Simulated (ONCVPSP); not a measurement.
Reading a pseudo-wave (thulium (Tm))

Columns: radius, all-electron u(r) and pseudo u(r) of the 5p shell (level -26.90 eV) of thulium in the configuration [Kr] 4d10 4f13 5s2 5p6 6s2; PBE, scalar-relativistic, ONCV scheme, ONCVPSP 4.0.1.

| r (bohr) | all-electron | pseudo |
| --- | --- | --- |
| 0.113 | 0.1803 | 0.0173 |
| 0.225 | 0.1321 | 0.0677 |
| 0.338 | -0.3622 | 0.1483 |
| 0.450 | -0.4556 | 0.2520 |
| 0.563 | -0.2173 | 0.3726 |
| 0.675 | 0.1240 | 0.4984 |
| 0.788 | 0.4407 | 0.6217 |
| 0.900 | 0.6779 | 0.7305 |
| 1.013 | 0.8338 | 0.8181 |
| 1.125 | 0.9171 | 0.8772 |
| 1.238 | 0.9453 | 0.9062 |
| 1.350 | 0.9334 | 0.9058 |
| 1.463 | 0.8944 | 0.8796 |
| 1.575 | 0.8389 | 0.8332 |
| 1.688 | 0.7737 | 0.7725 |
| 1.800 | 0.7053 | 0.7052 |
| 1.913 | 0.6361 | 0.6361 |
| 2.025 | 0.5698 | 0.5698 |
| 2.138 | 0.5067 | 0.5067 |
| 2.250 | 0.4488 | 0.4488 |
| 2.363 | 0.3955 | 0.3955 |
| 2.475 | 0.3477 | 0.3478 |
| 2.588 | 0.3045 | 0.3045 |
| 2.700 | 0.2664 | 0.2664 |
| 2.813 | 0.2323 | 0.2323 |
| 2.925 | 0.2025 | 0.2025 |

How many radial nodes do the two functions have?

The all-electron 5p function has n − l − 1 = 3 (the table is too coarse to show those close to the nucleus); the pseudo-wave has 0, since the states of the same l below it are removed with the core.

At about which radius was the pseudo-wave matched?

1.90 bohr, where the columns begin to agree (steps of 0.11 bohr).

Where does each function peak?

Outermost all-electron maximum near 1.24 bohr, pseudo maximum near 1.24 bohr (to the table’s step).

Is the pseudo-wave norm-conserving?

Yes: the ONCV scheme keeps the norm inside the radius equal to the all-electron one, which fixes the energy derivative of the logarithmic derivative at the level.
